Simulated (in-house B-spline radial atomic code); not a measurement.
# RPA and G0W0 on TPSS: Ca

Configuration [Ar] 4s2, mean-field start TPSS. Computed with an all-electron radial atomic-structure program (B-spline basis): all electrons, scalar-relativistic (spin-free one-electron X2C), finite nucleus, each spin shell either full or empty, empty states to l = 9 with an (l + 1/2)⁻⁴ tail; G0W0 by contour deformation at full frequency.

Command:
```bash
python run_gw.py task.json out
```
Settings (radii: box in bohr, nucleus in fm):
```
Z                        20
electrons                20
configuration            [Ar] 4s2
hamiltonian              x2c
method                   tpss,tpss
lmax                     9
rms_radius               3.4776
spin_polarised           False
box_radius               40
intervals                74
ion_configuration        [Ar] 4s1
```

Cost of the run: 6 s on 1 thread of Arm Neoverse N1, with other jobs on the host.

Energies (hartree):

```
                                     term       value
                         mean-field total  -680.47930
Hartree-Fock functional on these orbitals  -679.62792
                      direct second order     -1.5016
                    second-order exchange     0.50959
                         SOSEX correction     0.44254
```

Problem. What is the RPA correlation energy, and what remains with SOSEX?

Solution. RPA gives -1.2469 hartree (-1.7 eV per electron); RPA + SOSEX gives -0.80434, and the second-order doubles -0.99205 hartree (no singles). SOSEX takes back 35 % of the RPA value.

Quasi-particle levels (eV):

| level | occupied | mean field | Σx - vxc | Σc | QP weight | G0W0 |
| --- | --- | --- | --- | --- | --- | --- |
| 4s | yes | -3.785 | -1.45 | ? | ? | ? |

G0W0 = mean field + (Σx - vxc) + Σc, with Σc (partial-wave tail included) taken at the quasi-particle energy. Only the outer levels were computed. Levels of low weight are left out.

Problem. Where does G0W0 put 4s?

Solution. At -6.154 eV, with Σc = -0.92 eV and a quasi-particle weight of 0.757. The tabulated removal energy is 6.113 eV (NIST, measured); the calculation leaves out spin-orbit coupling, Breit and QED terms, and what these don't explain is the method's own error.

Problem. What does it cost to remove one electron (to [Ar] 4s1) by differences of total energies, each species on its own start (correlation terms add to the Hartree-Fock functional)?

Solution. TPSS 6.001 eV, Hartree-Fock functional 5.122 eV, + RPA 6.478 eV, + RPA + SOSEX 6.184 eV, + second order 7.031 eV. Tabulated: 6.113 eV (NIST, measured); the calculation leaves out spin-orbit coupling, Breit and QED terms, and what these don't explain is the method's own error.
